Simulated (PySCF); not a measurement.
A species of formula C4H16N2Si2 has this rotational fingerprint, computed with PBE0/pcSseg-1 in PySCF (dipole) on a GFN2-xTB geometry, gas phase:

| Item | Value |
| --- | --- |
| Rotational constants | A = 3201, B = 573.1, C = 552.4 MHz |
| Dipole components | \|μa\| = 0.05 D, \|μb\| = 0.23 D, \|μc\| = 0.75 D |
| Inertial defect | -124.73 u·Å² |
| κ | -0.98 |

Task: Which structure is it? (One computed conformer of each.)
A. `[CH3:1][C:2]([CH3:3])([CH3:4])[NH:5][SiH2:6][SiH2:7][NH2:8]` with C2–N5–Si6–Si7 -169°, N5–Si6–Si7–N8 -159°, Si6–Si7–N8–H -46° and 177°
B. `[CH3:1][CH2:2][NH:3][SiH2:4][C@H:5]([CH3:6])[NH:7][SiH3:8]` with C1–C2–N3–Si4 83°, C2–N3–Si4–C5 177°, N3–Si4–C5–C6 66°, Si4–C5–N7–Si8 -95°

Result: A. It is CC(C)(C)N[SiH2][SiH2]N, a near-prolate asymmetric top, point group C1. The candidates at the same level (rigid rotor, commonest isotopes):

```tsv
SMILES	A (MHz)	B (MHz)	C (MHz)	μa (D)	μb (D)	μc (D)	Δ (u·Å²)	point group	rotor
CCN[SiH2][C@H](C)N[SiH3]	2463	617.8	555.4	1.67	0.52	0.81	-113.34	C1	near-prolate asymmetric top
CC(C)(C)N[SiH2][SiH2]N	3201	573.1	552.4	0.05	0.23	0.75	-124.73	C1	near-prolate asymmetric top
```

`CCN[SiH2][C@H](C)N[SiH3]` has A 23 % too low. No structure here is proved a minimum.
